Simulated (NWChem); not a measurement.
Species: CH₂BrF; SMILES FCBr

```xyz
5

F      0.4033     1.9754     0.0000
C     -0.6197     1.0867     0.0000
Br     0.0719    -0.7624     0.0000
H     -1.2141     1.1932     0.9076
H     -1.2141     1.1932    -0.9076
```
Atoms are numbered in this order, from 1.

All runs: NWChem. Pople sets run with spherical d functions. The geometry was optimised at B3LYP/6-31G* (spherical d). B3LYP is NWChem's, with the RPA form of VWN correlation. Vertical excitations in the gas phase; the lowest state need not have the same character in each row.

```tsv
level	lowest excitation, singlet (eV)	oscillator strength of that lowest state	lowest state with f > 0.02, singlet (eV)	oscillator strength of that bright state	orbital gap (eV)
PBE/6-31G*, TDA	5.94	0.000	8.21	0.155	5.51
B3LYP/6-31G*, TDA	6.12	0.001	8.84	0.246	7.36
LRC-wPBEh/6-31G*, TDA	6.28	0.001	9.17	0.319	11.56
CAM-B3LYP/6-31G*, TDA	(withheld)	0.001	9.17	(withheld)	(withheld)
```

Task: Fill in the missing entries.

Result: 
- CAM-B3LYP/6-31G*, TDA, lowest excitation, singlet (eV): 6.23
- CAM-B3LYP/6-31G*, TDA, oscillator strength of that bright state: 0.354
- CAM-B3LYP/6-31G*, TDA, orbital gap (eV): 10.43
